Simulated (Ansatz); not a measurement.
C₄H₆, triplet, geometry from GFN2-xTB (a higher spin typed on purpose: for a closed-shell molecule this is an excited state); PBE0/6-31G run with Ansatz (an electronic-structure program).

The Ansatz input:
Ansatz 0.2 input:
```yaml
crystal:
  periodic: [false, false, false]
  atoms:
    - {symbol: C, position_ang: [1.75459894, 0.26377965, -0.67660968]}
    - {symbol: C, position_ang: [0.65006782, -0.06047826, 0.17782132]}
    - {symbol: C, position_ang: [-0.68699479, 0.05653341, -0.16793300]}
    - {symbol: C, position_ang: [-1.72770442, -0.25764166, 0.66056493]}
    - {symbol: H, position_ang: [2.19484393, 1.24621075, -0.67237424]}
    - {symbol: H, position_ang: [2.20858178, -0.47942751, -1.30949762]}
    - {symbol: H, position_ang: [0.87209543, -0.42840088, 1.17912116]}
    - {symbol: H, position_ang: [-0.91126285, 0.42192830, -1.16243482]}
    - {symbol: H, position_ang: [-2.74878768, -0.14912379, 0.34462915]}
    - {symbol: H, position_ang: [-1.55527588, -0.62434574, 1.65749488]}
basis:
  gaussian:
    orbitals: 6-31G
hamiltonian:
  xc: pbe0
magnetization: {spin_polarized: true, initial_magnetization: 2}
```

Output, abridged:

```
Functional definition: PBE0
700 factors; integrals over basis functions are off by at most 2.6e-4 eV
mean field evaluation 1: about -4231.9507 eV, gradient 2.6e1 eV
mean field evaluation 2: about -4232.8698 eV, gradient 2.3e1 eV
mean field evaluation 4: about -4235.8307 eV, gradient 1.3e0 eV
mean field evaluation 8: about -4236.0768 eV, gradient 1.2e-1 eV
mean field evaluation 16: about -4236.0769 eV, gradient 1.3e-4 eV
mean field -4236.07692362 eV, -155.6729556269 hartree, gradient 3.2e-5 eV, S^2 2.037419; 0 other end points of the search recorded, 0 dependent functions left out
reference -4236.07693927 eV, -155.6729562022 hartree; 16, 14 occupied and 32, 34 virtual orbitals, 700 factors
Total energy: -4236.07693927 eV, -155.6729562022 hartree
```
